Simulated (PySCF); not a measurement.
Do core-level shifts follow atomic charges?

C6H9NSi.
Bonds: C1–C2 (double), C2–C3, C3–C4 (aromatic), C4–C5 (aromatic), C5–N6 (aromatic), N6–Si7, N6–C8 (aromatic), C3–C8 (aromatic). Hydrogens: H9, H10 on C1; H11 on C2; H12 on C4; H13 on C5; H14, H15, H16 on Si7; H17 on C8.

Binding energies: delta-SCF UKS SCAN, pcX-2 on the ionised atom, pcseg-1 elsewhere, spin-free X2C (PySCF). Charges: PBE0/pcSseg-1 ground-state density, for the ionised atom.

| atom | environment | C 1s (eV) | Mulliken (e) | IAO (e) | Hirshfeld (e) | ESP (e) |
| --- | --- | --- | --- | --- | --- | --- |
| C1 | terminal =CH2 carbon | 289.32 | -0.154 | -0.327 | -0.114 | -0.446 |
| C4 | aromatic CH carbon | 289.68 | -0.169 | -0.211 | -0.090 | -0.249 |
| C3 | substituted aromatic carbon | 289.96 | -0.249 | -0.053 | -0.041 | +0.215 |
| C2 | alkene CH carbon | 290.25 | -0.116 | -0.133 | -0.051 | -0.212 |
| C8 | aromatic CH next to a ring nitrogen | 290.35 | +0.234 | -0.109 | -0.030 | -0.389 |
| C5 | aromatic CH next to a ring nitrogen | 290.57 | +0.182 | -0.105 | -0.032 | -0.308 |

Q: Give the correlation coefficient and slope of binding energy on charge for each scheme.

A: Hirshfeld: r = 0.93, slope 12.6 eV per e; IAO: r = 0.79, slope 3.8 eV per e; Mulliken: r = 0.71, slope 1.6 eV per e; ESP: r = 0.07, slope 0.1 eV per e. Hirshfeld charges have the highest r, on only 6 points.

Q: The point-charge model writes a binding energy as kq + V + constant, with V the potential of the other atoms' charges at the site. What does it give with the Hirshfeld charges?

A: V = Σ 14.40 eV Å × q/r over all other atoms: +0.67 eV at C1, +0.11 eV at C4, -0.92 eV at C3, -0.49 eV at C2, -0.27 eV at C8, -0.29 eV at C5. Fitting binding energy − V to q gives k = 25.7 eV per e and leaves an rms residual of 0.22 eV, against 0.16 eV for the fit on q alone. The model has no term for differences in relaxation between sites.

Spin contamination (⟨S²⟩ against 0.75 for a pure doublet) is marked for C 1s of C2 (0.89), which makes this value less certain. Isolated species at its PBE0-D3(BJ)/def2-SVP geometry (one conformer only).

The values belong to the conformer `[CH2:1]=[CH:2][c:3]1[cH:4][cH:5][n:6]([SiH3:7])[cH:8]1`: C1–C2–C3–C4 1°.
